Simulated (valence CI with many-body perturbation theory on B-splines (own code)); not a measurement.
**Gd²³⁺: one-electron terms**

Calculated by valence CI with perturbative core correlation (CI+MBPT): five valence electrons over a frozen Dirac-Fock core [Kr], radial functions for each j: 7 s, 7 p, 8 d, 6 f, 4 g, 1 h, with the one-electron correlation potential Σ1 (screened to all orders), the two-electron term Σ2, the three-electron term Σ3, Breit, model QED; selected single and double excitations, second order for the rest (own B-spline code, finite nucleus).

No measured spectrum was set against this ion. As an estimate, terms of the open shell hold to 2 to 4 % of their energy, and close levels can change places. Core correlation moves these levels by up to 11000 cm⁻¹, and in measured spectra 5 to 20 % of such shifts remained as error; rates that hang on mixing are uncertain with them. Only levels of the ground parity were solved; by the run's estimate the other parity begins above the list, which can be wrong where configurations are misplaced.

These are the spectroscopic orbitals of the CI (the correlating ones are not listed), shaped by the core and the other valence electrons. h is the expectation value of the core's Dirac-Fock operator, without the valence repulsion; Σ1 is computed up to l = 3 at one energy for each symmetry, that of its lowest orbital but kept below the first core excitation, so for empty shells it is not the orbital's own correlation shift; Breit and QED include the response of the core.

```
Orbital  h (hartree)  Σ1 (cm⁻¹)  Breit (cm⁻¹)  QED (cm⁻¹)  ⟨r⟩ (bohr)
  5s1/2      -23.636     -10220          1880        1485      0.9617
  6s1/2      -15.091      -3896           976         774       1.509
  7s1/2      -10.491      -1983           559         448       2.185
  5p1/2      -22.362      -9690          2874       -39.4      0.9879
  6p1/2      -14.422      -3891          1536       -19.6       1.551
  7p1/2      -10.096      -2030           898       -11.1       2.243
  5p3/2      -21.757      -8801          1707         106       1.018
  6p3/2      -14.109      -3630           925        58.3       1.587
  7p3/2       -9.913      -1915           583        34.7       2.286
  4d3/2      -34.344     -20670          3139        -427      0.5518
  5d3/2      -19.694      -8498          1247        -133       1.052
  6d3/2      -13.015      -3872           658       -67.8       1.661
  4d5/2       -34.03     -20129          1641        -256      0.5582
  5d5/2      -19.565      -8406           704       -69.9       1.060
  6d5/2      -12.947      -3834           376       -35.4       1.670
  4f5/2      -28.526     -40153           217        -307      0.5483
  5f5/2      -17.331      -8437           197         -99       1.100
  4f7/2      -28.462     -37179          -540        -257      0.5507
  5f7/2      -17.302      -8283         -97.2       -79.6       1.102
  5g7/2      -15.807                    -83.1       -29.7       1.079
  5g9/2      -15.801                     -129       -23.8       1.079
```

Among the shells of the start configuration 4d5, Σ1 is largest in size for 4d3/2, where it is 0.27 % of h.

Lowest root of each symmetry, sizes in configuration state functions:

| J | Parity | Roots | Reference | Variational | Second order | Change by selected CI (cm⁻¹) | Change by second order (cm⁻¹) |
| --- | --- | --- | --- | --- | --- | --- | --- |
| 1/2 | even | 4 | 13 | 24068 | 350653 | -26131 | -29 |
| 3/2 | even | 7 | 19 | 26006 | 876450 | -25303 | -82 |
| 5/2 | even | 10 | 24 | 27283 | 930229 | -21130 | -103 |
| 7/2 | even | 7 | 20 | 25286 | 1020698 | -23900 | -209 |
| 9/2 | even | 5 | 14 | 25198 | 858675 | -23675 | -203 |
| 11/2 | even | 3 | 7 | 25292 | 774473 | -22849 | -86 |
| 13/2 | even | 1 | 3 | 20081 | 690661 | -22157 | -46 |
